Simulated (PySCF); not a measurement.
Radial density of Rh⁺ (rhodium, charge +1)

UHF, [Kr] 4d7 5p1, one real determinant (an excited configuration). Computed with PySCF 2.14 in ANO-RCC-VTZP (7s6p4d2f1g, 68 functions), with scalar relativity by spin-free X2C-1e.

```csv
r (bohr),4πr²ρ (e/bohr),4πr²(ρα − ρβ)
0.0276,55.91,-0.0001
0.0464,48.61,0.0048
0.0781,65.33,0.0400
0.131,64.05,0.2325
0.221,47.84,0.5493
0.372,51.18,0.1795
0.625,15.58,0.4804
1.05,14.97,2.4083
1.77,4.470,1.3821
2.97,0.7002,0.4747
5.00,0.1494,0.1445
8.41,0.003502,0.0035
```

Densities and radii are taken from the X2C orbitals without a picture-change correction, which distorts them close to the nucleus.

⟨L²⟩ = 13.94 against 20 for a pure G term, so this real determinant mixes terms.
